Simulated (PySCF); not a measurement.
# UHF on Si (silicon, neutral)

Configuration: [Ne] 3s2 3p2, high-spin 3P determinant. Computed with PySCF 2.14 in cc-pV(D+d)Z (4s3p2d, 23 functions), with no relativity, point nucleus.

* Total energy: -288.850226 hartree
* One-electron energy: -400.5890 hartree
* Hartree (Coulomb) energy: 132.0440 hartree
* Exchange energy: -20.3052 hartree
* Kinetic energy: 288.85480 hartree
* ⟨S²⟩: 2.0118
* ⟨L²⟩: 2.035
* Sum of ⟨r⟩: 14.43 bohr
* Sum of ⟨r²⟩: 31.74 bohr²
* Traceless quadrupole moment −½Σ⟨3z² − r²⟩ along its main axis: 3.48 e·bohr²
* Density at the nucleus (Gaussians lack the cusp): 1720 bohr⁻³
* Spin density at the nucleus: -0.0306 bohr⁻³
* Langevin diamagnetic susceptibility: -25.1 ×10⁻⁶ cm³/mol
* Time after the integrals: 0.09 s of wall time on 1 thread of Neoverse-N1 (shared host)

```
shell  electrons  mean orbital energy (hartree)  spread (hartree)  rms radius, mean of both spins (bohr)
 1s α          1                      -68.81285                 0                                  0.129
 1s β          1                      -68.80383                 0                                  0.129
 2s α          1                       -6.15789                 0                                  0.614
 2s β          1                       -6.14701                 0                                  0.614
 2p α          3                       -4.26178           0.00878                                  0.600
 2p β          3                       -4.24240           0.01343                                  0.600
 3s α          1                       -0.61816                 0                                   2.38
 3s β          1                       -0.46106                 0                                   2.38
 3p α          2                       -0.29908                 0                                   2.95
```
